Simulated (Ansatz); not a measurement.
A search over several starts for the lowest SCF solution of Te2W at the given spin, in a small basis.

```yaml
crystal:
  periodic: [false, false, false]
  atoms:
    - {symbol: W, position_ang: [-0.471281, -1.043946, -0.013649]}
    - {symbol: Te, position_ang: [-1.423515, 1.271254, -0.013802]}
    - {symbol: Te, position_ang: [1.894796, -0.227318, 0.027451]}
basis:
  gaussian: {orbitals: def2-SVP, initial_orbitals: start.molden}
magnetization: {spin_polarized: true, initial_magnetization: 4}
hamiltonian: {xc: pbe0, dispersion: d4}
output: {orbitals: {seedname: orbitals}}
```

The file start.molden holds the orbitals of an earlier run on this structure, at another level or in another basis.

```sh
$ ansatz run in.yaml --threads 2 --pin off --events-out ev --progress --plain --max-ram 4352MiB
```

It prints (some lines left out):

```
Functional definition: PBE0
983 factors; integrals over basis functions are off by at most 2.8e-4 eV
mean field evaluation 1: about -16410.8517 eV, gradient 2.3e1 eV
mean field evaluation 2: about -16411.0581 eV, gradient 4.8e-1 eV
mean field evaluation 4: about -16411.1557 eV, gradient 4.1e-3 eV
mean field evaluation 8: about -16411.1557 eV, gradient 4.6e-5 eV
mean field evaluation 16: about -16410.9710 eV, gradient 2.1e0 eV
mean field evaluation 32: about -16411.1557 eV, gradient 1.0e-4 eV
mean field -16411.15566214 eV, -603.0988467029 hartree, gradient 1.6e-5 eV, S^2 6.114596; 4 other end points of the search recorded, 0 dependent functions left out
reference -16411.15568771 eV, -603.0988476424 hartree; 33, 29 occupied and 51, 55 virtual orbitals, 983 factors
Total energy: -16411.28718338 eV, -603.1036800194 hartree
```

Hardware: 2 threads of AMD EPYC 9R14 on a shared host. Wall time 4.9 s.

In the def2 sets Te, W take a core potential; there is no spin–orbit coupling. At PBE0-D4/def2-TZVP a triplet of charge 0 lies 0.91 eV below the quintet, each at its own geometry. The structure comes from a short search, and lower isomers may exist.
